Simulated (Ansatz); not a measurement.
# Telling isomers of AlBrH4NSi apart by their spectra

These gas-phase data were calculated for one isomer of AlBrH4NSi at B3LYP-D3(BJ)/def2-SVP (harmonic, unscaled wavenumbers; equilibrium rotational constants with average atomic masses):

| Property | Result |
| --- | --- |
| rotational constants | 18.28, 0.7473, 0.7239 GHz |
| all wavenumbers above 1500 cm⁻¹ | 3524, 2226, 2213, 2203 |

Candidates:

(1) `[SiH2][NH][AlH][Br]`, a doublet
(2) `[SiH3][NH][Al][Br]`, a doublet

Question: Which candidate do the data belong to?

Answer: Candidate (2). No mode falls between 1700 and 2050 cm⁻¹, where the Al–H stretch of (1) would stand.

The same quantities for all candidates:

|  | rotational constants (GHz) | wavenumbers above 1500 cm⁻¹ | E above the lowest, B3LYP-D3(BJ)/def2-SVP (kcal/mol) |
| --- | --- | --- | --- |
| (1) | 16.7, 0.7739, 0.7421 | 3546, 2184, 2134, 2005 | 6.4 |
| (2) | 18.28, 0.7473, 0.7239 | 3524, 2226, 2213, 2203 | 0.0 |

Harmonic stretches to hydrogen usually lie a few per cent above observed fundamentals. Each candidate is one conformer. Open shells are spin-unrestricted. Programs: Ansatz 0.2.0.
